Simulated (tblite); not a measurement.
A tight-binding relaxation on `CBNC1=C(C)SC=C1`.

Computed with GFN2-xTB geometry optimisation, gas phase (tblite 0.8.0). Start geometry: from a force field or distance geometry. A driver script takes a list of jobs; this job's settings line and coordinates (Å) are shown.

Command:
```bash
OMP_NUM_THREADS=1 python probes_run.py task.json out
```

Input:
```
{"job": {"kind": "relax", "xc": "GFN2-xTB", "basis": "xTB"}, "charge": 0, "multiplicity": 1}
C      3.294600    -0.228600     0.260800
B      1.887200     0.406200    -0.151900
N      0.622900    -0.403300    -0.197500
C     -0.660500     0.285000    -0.037500
C     -0.756200     1.604300     0.190900
C     -2.024000     2.106700     0.324800
S     -3.295600     0.734900     0.175000
C     -1.817300    -0.419100    -0.073900
C     -2.043400    -1.878600    -0.292100
H      4.026100     0.593600     0.161800
H      3.214100    -0.525500     1.337300
H      3.470300    -1.080500    -0.409000
H      1.836000     1.518000    -0.572900
H      0.642700    -1.412600    -0.362800
H      0.114400     2.298700     0.247100
H     -2.277900     3.163700     0.517800
H     -1.645100    -2.128400    -1.312600
H     -1.489700    -2.512500     0.413000
H     -3.108300    -2.112800    -0.225700
```

Output:
```
step      E/eV     max force
  0    -688.87958    5.335
  1    -689.56411    2.594
  2    -689.79929    1.211
  3    -689.94217    0.742
  4    -689.98192    0.584
  5    -690.02046    0.413
  6    -690.04270    0.539
  7    -690.08178    0.490
  8    -690.10219    0.463
  9    -690.11503    0.317
... (133 lines left out)
143    -690.32865    0.030
144    -690.32884    0.048
145    -690.32909    0.051
146    -690.32945    0.065
147    -690.32976    0.036
148    -690.32990    0.032
149    -690.32999    0.013
150    -690.33000    0.010
151    -690.33002    0.010
152    -690.33004    0.008
```

«max force» is the largest atomic force in eV/Å.

Task: From which step on does the largest force stay under 0.1 eV/Å, and how much energy is left to gain from there?

Result: From step 81 (0.073 eV/Å), 15.4 meV above the end.

In short: energy lowered by 33.4 kcal/mol over 152 steps; largest atomic force 0.008 eV/Å at the end.

Task: Where do the atoms end?

Result: 0.462 Å rms from the input after alignment:
```
atom  x, y, z in Å
C1     3.2062   -0.4505    0.0725
B2     1.9082    0.4498    0.1770
N3     0.6638   -0.1397   -0.0300
C4    -0.6145    0.4115    0.0098
C5    -0.9010    1.7956    0.1747
C6    -2.2279    2.0606    0.1724
S7    -3.1741    0.6397   -0.0287
C8    -1.7508   -0.3460   -0.1136
C9    -1.8569   -1.8219   -0.3041
H10    3.9179   -0.0315   -0.6372
H11    3.7250   -0.4898    1.0295
H12    3.0044   -1.4766   -0.2310
H13    1.9865    1.5901    0.4334
H14    0.6290   -1.1308   -0.2320
H15   -0.1419    2.5456    0.2857
H16   -2.7189    3.0076    0.2729
H17   -1.4472   -2.1233   -1.2705
H18   -1.3177   -2.3563    0.4799
H19   -2.8999   -2.1250   -0.2683
```

Hardware: Arm Neoverse V1, one thread, no GPU, on a shared host. Cost: 1.2 s of wall time.
Labels such as C1 count atoms from 1, the log's own numbers from 0.
